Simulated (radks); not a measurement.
Task: Radial electron density D(r) = 4 pi r^2 rho(r) of an atom or ion with 31 electrons. Method: scalar-relativistic Kohn-Sham, LDA (Slater exchange, Perdew-Zunger correlation), spin-polarised, spherical densities, point nucleus; computed with a radial shooting solver on a logarithmic mesh with Libxc functionals.

r (bohr)  D(r) (e/bohr)   spin D(r)
0.001942          1.350  -0.0000144
0.002243          1.749  -0.0000185
0.002569          2.226  -0.0000232
0.002944          2.824  -0.0000289
0.003372          3.570  -0.0000357
0.003864          4.494  -0.0000436
0.004462          5.703  -0.0000529
0.005112          7.101  -0.0000619
0.005857          8.786  -0.0000700
0.00671           10.79  -0.0000752
0.007688          13.14  -0.0000736
0.008878          16.03  -0.0000575
0.01017           19.11  -0.0000181
0.01165           22.50   0.0000615
0.01335           26.11    0.000207
0.01542           30.04    0.000475
0.01767           33.63    0.000895
0.02024           36.89     0.00156
0.02319           39.53     0.00259
0.02657           41.30     0.00412
0.03068           42.01     0.00650
0.03515           41.51     0.00971
0.04027           40.02      0.0140
0.04614           37.92      0.0197
0.05286           35.82      0.0267
0.06104           34.42      0.0352
0.06994           34.59      0.0437
0.08013           36.55      0.0512
0.0918            40.10      0.0561
0.1052            44.38      0.0562
0.1215            48.20      0.0492
0.1392            49.60      0.0357
0.1594            47.88      0.0176
0.1827            43.15    0.000336
0.2093            36.70    -0.00829
0.2417            30.33    0.000312
0.2769            26.84      0.0283
0.3172            26.66      0.0701
0.3634            28.97       0.111
0.4164            31.76       0.132
0.4809            32.79       0.117
0.5509            30.71      0.0712
0.6312            25.91      0.0178
0.7231            19.75    -0.00773
0.8285            13.79      0.0278
0.9568            8.892       0.147
1.096             5.915       0.318
1.256             4.224       0.501
1.439             3.262       0.639
1.662             2.523       0.684
1.904             1.859       0.617
2.181             1.221       0.474
2.499            0.6909       0.307
2.863            0.3288       0.165
3.306            0.1212      0.0690
3.788           0.03776      0.0240
4.34           0.009255     0.00653
4.972          0.001737     0.00134
5.697         0.0002417    0.000202

What is the nuclear charge?

Result: Z = 34. The innermost maximum, from 1s, lies near gamma/Z bohr with gamma = sqrt(1 - (Z/c)^2) = 0.969, here 0.0285 bohr (found: 0.0309), and its height grows with Z. The density is that of the selenium ion Se3+ in [Ar] 3d10 4s2 4p1; the configuration itself is not fixed sharply by these data, and Z only to about a unit. D(r) has 3 maxima, at r = 0.0309, 0.139, 0.469 bohr, and minima at 0.0646, 0.298 bohr, inside which lie 2.07, 11.00 electrons.
